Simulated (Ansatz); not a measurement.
Ansatz (an electronic-structure program) input:

Ansatz 0.2 input:
```yaml
crystal:
  periodic: [false, false, false]
  atoms:
    - {symbol: Si, position_ang: [0.13644887, 0.27255773, -0.10027089]}
    - {symbol: C, position_ang: [1.66802125, -0.74829023, -0.50406338]}
    - {symbol: C, position_ang: [-1.27559063, 0.42275643, -1.33891311]}
    - {symbol: N, position_ang: [-0.71980563, -0.92549104, 1.23916684]}
    - {symbol: N, position_ang: [0.40158884, 1.63762860, 0.88154448]}
    - {symbol: H, position_ang: [2.29851649, -0.89979818, 0.36867312]}
    - {symbol: H, position_ang: [2.27696978, -0.24861895, -1.25161252]}
    - {symbol: H, position_ang: [1.41860420, -1.72678897, -0.90610331]}
    - {symbol: H, position_ang: [-2.13916723, 0.92666672, -0.91166905]}
    - {symbol: H, position_ang: [-1.60616088, -0.54419418, -1.70918000]}
    - {symbol: H, position_ang: [-0.96817672, 1.00168810, -2.20474746]}
    - {symbol: H, position_ang: [-0.89771954, -1.85810306, 0.87160314]}
    - {symbol: H, position_ang: [-1.60750173, -0.53516693, 1.54979392]}
    - {symbol: H, position_ang: [-0.16938950, 2.46602468, 0.81127107]}
    - {symbol: H, position_ang: [1.31667267, 1.87627393, 1.23074464]}
    - {symbol: H, position_ang: [-0.12298715, -1.01870115, 2.05892234]}
basis:
  gaussian:
    orbitals: def2-TZVP
hamiltonian:
  xc: b3lyp
  dispersion: d3bj
total_charge: 1
relax: {f_tol: 0.002, max_steps: 150}
```

**Question.** Which total energy does the run end on?

**Answer.** -481.83368 Eh (B3LYP-D3(BJ)/def2-TZVP). The basis has 227 functions.

It need not be the lowest isomer of its formula.
